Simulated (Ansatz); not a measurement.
`[TeH]B1CS1` + `O[SiH2][SiH3]` → `OB1CS1` + `[SiH3][SiH2][TeH]` at 400 K and 1 bar (redistribution).

Gas-phase electronic energies from Ansatz, PBE0-D4/def2-TZVP geometries. CCSD(T)/CBS is the MP2 limit (def2-TZVPP, def2-QZVPP) plus CCSD(T) − MP2 in def2-TZVPP, frozen cores. def2 core potentials past Kr. For Te outer-core shells are correlated without core-valence functions, which leaves a few kJ/mol of doubt a bond. Each species was taken in one conformer, which may not be the lowest.

| species | CCSD(T)/CBS energy (Eh) | H − E (kJ/mol) | S (J/(mol·K)) |
| --- | --- | --- | --- |
| `[TeH]B1CS1` | -730.16423 | 127.5 | 349.2 |
| `O[SiH2][SiH3]` | -656.96789 | 175.5 | 352.4 |
| `OB1CS1` | -537.64757 | 144.0 | 306.6 |
| `[SiH3][SiH2][TeH]` | -849.49595 | 160.5 | 401.4 |

H − E and S are ideal-gas, rigid-rotor, harmonic terms from PBE0-D4/def2-TZVP, for one conformer and one mirror image of each species. 1 Eh = 2625.50 kJ/mol, R = 8.31446 J/(mol·K).

By hand: ΔE, ΔH, ΔS and ΔG.

ΔE = (-537.64757) + (-849.49595) − (-730.16423) − (-656.96789) = -0.01140 Eh = -29.9 kJ/mol. Δ(H − E) = 144.0 + 160.5 − 127.5 − 175.5 = 1.5, so ΔH = -28.4 kJ/mol. ΔS = 306.6 + 401.4 − 349.2 − 352.4 = 6.4 J/(mol·K). ΔG = -28.4 − 400 × (6.4)/1000 = -31.0 kJ/mol.

By hand: the equilibrium constant, and the temperature at which ΔG would vanish if ΔH and ΔS stayed fixed.

log₁₀ K = −ΔG/(RT ln 10) = 4.0. ΔH and −TΔS have one sign here, so there is no such temperature.

The number of gas molecules stays the same, so ΔS is small and ΔH decides. A doubt of 5 kJ/mol in ΔE shifts log₁₀ K by 0.7 here. Other conformers and mirror images would add mixing entropy, several J/(mol·K) or more a flexible species. Modes under 60 cm⁻¹, often nearly free rotors, make the harmonic entropy too high. These are equilibria of isolated gas molecules and say nothing of rates. Largest T1 diagnostic: 0.014 (customary marks: 0.02 for closed shells, 0.045 for open ones).

ΔS is within the doubt of such terms, so its sign, and with it that verdict, could turn.
